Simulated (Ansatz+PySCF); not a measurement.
Values are calculated unless marked as measured or tabulated.
## Several solutions for triplet CoH2O(+)

```xyz
4

Co    0.0000    0.0000    0.0000
O     0.0000    0.0000    2.0800
H     0.7750    0.0000    2.6550
H    -0.7750    0.0000    2.6550
```

Basis set: def2-SVP (spherical functions). Charge 1, multiplicity 3.

UHF was run from several starts with Ansatz (development build ahead of 0.2.0) and PySCF 2.14.0.

| run | program | start | converged | energy (hartree) | <S²> |
| --- | --- | --- | --- | --- | --- |
| A | PySCF | program defaults | yes | -1456.90995 | 2.01 |
| B | Ansatz | atomic start, no search | yes | -1456.92667 | 2.02 |
| C | PySCF | guess minao, instabilities followed | yes | -1456.92745 | 2.00 |
| D | PySCF | guess huckel, instabilities followed | yes | -1456.92745 | 2.00 |
| E | Ansatz | search for the lowest state | yes | -1456.96429 | 2.98 |
| F | PySCF | guess atom, instabilities followed | yes | -1456.92742 | 2.00 |
| G | Ansatz | stability test followed | yes | -1456.92745 | 2.00 |

Which runs reached the lowest solution of this kind, and what is wrong with the others?

E reached the lowest solution found. Converged but too high: A by 1.48 eV, B by 1.02 eV, C by 1.00 eV, D by 1.00 eV, F by 1.00 eV, G by 1.00 eV. Convergence only shows a stationary point, and even a stable one can lie too high; stability tests and further starts are what find lower ones. Caution: another spin multiplicity may lie lower. Caution: the unrestricted determinant is a mixture of spin states. Caution: the determinant may break the point group.
